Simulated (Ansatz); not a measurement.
Correlation energies of `[SiH3][SiH]1BO1` by basis set

Cartesian coordinates in Å:
```
Si 1.113 1.136 -0.431
Si -0.529 -0.095 0.675
B -0.995 -1.904 0.289
O -1.583 -0.961 -0.451
H 2.096 1.622 0.575
H 1.805 0.260 -1.411
H 0.533 2.309 -1.138
H -1.351 0.722 1.607
H -1.089 -3.090 0.283
```

Charge 0, multiplicity 1. Geometry: relaxed with PBE0-D4/def2-TZVP. Frozen core, restricted reference, the Gaussian-basis code of Ansatz. CBS rows extrapolate triple and quadruple zeta; past MP2 they add the triple-zeta difference.

```csv
basis,HF (Eh),MP2 corr.
def2-SVP,-680.06042,-0.46222
def2-TZVPP,-680.39123,-0.57497
def2-QZVPP,-680.41396,-0.61788
```

Question: Estimate the CCSD correlation energy and the (T) correction in each basis where they were run (hartree).

Answer: 
```tsv
basis	CCSD corr.	(T)
def2-SVP	-0.51058	-0.01650
def2-TZVPP	-0.61941	-0.02599
CBS(def2)	-0.69411	as TZ
```
